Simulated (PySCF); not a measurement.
C2H7FSi3. Atoms are numbered in the order given.

```xyz
13

F      2.9772     1.4126     1.0081
Si     2.8880    -0.0812     0.3757
C      1.1478    -0.4636    -0.0209
C     -0.0177    -0.7450    -0.2976
Si    -1.7839    -1.0762    -0.6805
Si    -3.0110     0.8417    -0.1032
H      3.3937    -1.0434     1.3875
H      3.7014    -0.1077    -0.8665
H     -1.9180    -1.3819    -2.1365
H     -2.2394    -2.2623     0.1051
H     -2.8398     1.1227     1.3534
H     -2.5170     2.0061    -0.8969
H     -4.4606     0.6238    -0.3967
```

Coordinates come from a r2SCAN-D4/def2-SVP optimisation. This is a generated structure with no PubChem entry under its InChIKey; it may be hypothetical.

These are SMD-ωB97X/def2-SVP run with PySCF values and carry that method's errors.

Solvation free energies are E(SMD) − E(gas) at the gas-phase geometry, for 1 M in both phases. In vacuum the dipole moment is 1.51 D.

```json
[
 {"solvent": "water", "ΔG(solv) (kcal/mol)": "4.1", "its non-electrostatic (CDS) part": "6.7", "dipole (D)": "1.90"},
 {"solvent": "acetonitrile", "ΔG(solv) (kcal/mol)": "-0.7", "its non-electrostatic (CDS) part": "1.8", "dipole (D)": "1.89"},
 {"solvent": "acetone", "ΔG(solv) (kcal/mol)": "-1.1", "its non-electrostatic (CDS) part": "1.3", "dipole (D)": "1.88"}
]
```
